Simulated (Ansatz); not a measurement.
A CCSD(T) single point on CH2BrF (`FCBr`).

```yaml
crystal:
  periodic: [false, false, false]
  atoms:
    - {symbol: F, position_ang: [0.686867, 1.170676, 0.162973]}
    - {symbol: C, position_ang: [0.149967, -0.066714, 0.076580]}
    - {symbol: Br, position_ang: [-1.544924, -0.012546, -0.855151]}
    - {symbol: H, position_ang: [0.807725, -0.713598, -0.500416]}
    - {symbol: H, position_ang: [-0.049735, -0.451517, 1.074615]}
basis:
  gaussian: {orbitals: def2-SVP}
correlation: {method: ccsd_t}
```

```sh
$ ansatz run in.yaml --threads 2 --pin off --events-out ev --progress --plain
```

The program prints (abridged):

```
Functional definition: HF
686 factors; integrals over basis functions are off by at most 1.3e-3 eV
mean field evaluation 1: about -73753.6896 eV, gradient 2.3e1 eV
mean field evaluation 2: about -73753.7227 eV, gradient 2.3e1 eV
mean field evaluation 4: about -73754.9453 eV, gradient 2.1e0 eV
mean field evaluation 8: about -73754.9634 eV, gradient 1.1e-4 eV
mean field -73754.96336742 eV, -2710.4449108428 hartree, gradient 2.0e-6 eV, S^2 0.000000; 0 other end points of the search recorded, 0 dependent functions left out
11 core orbitals not correlated: weight in the atoms' cores, before any rotation towards them, 1.000 or more for the frozen orbitals, at most 0.000 for the correlated occupied ones
reference -73754.96336742 eV, -2710.4449108428 hartree; 15, 15 occupied and 44, 44 virtual orbitals, 686 factors
second order -15.10768133 eV of doubles, -0.00000000 eV of singles
cycle   1  -15.19327077 eV  change   -8.6e-2 eV  update   7.4e-2
cycle   2  -15.50803925 eV  change   -3.1e-1 eV  update   2.1e-2
cycle   3  -15.57386969 eV  change   -6.6e-2 eV  update   1.0e-2
cycle   4  -15.56870221 eV  change    5.2e-3 eV  update   2.1e-3
cycle   5  -15.56872748 eV  change   -2.5e-5 eV  update   1.0e-3
cycle   6  -15.56920415 eV  change   -4.8e-4 eV  update   3.2e-4
cycle   7  -15.56899555 eV  change    2.1e-4 eV  update   1.2e-4
cycle   8  -15.56896931 eV  change    2.6e-5 eV  update   4.1e-5
cycle   9  -15.56898121 eV  change   -1.2e-5 eV  update   1.4e-5
perturbative correction -0.33657371 eV, -0.0123688555 hartree
Total energy: -73770.86892233 eV, -2711.0294292047 hartree
```

Run time 0.7 s (2 threads of a server CPU on a shared host); peak host memory 0.17 GiB.

Correlation energy per correlated electron: -0.530 eV. T1 diagnostic: 0.0082.
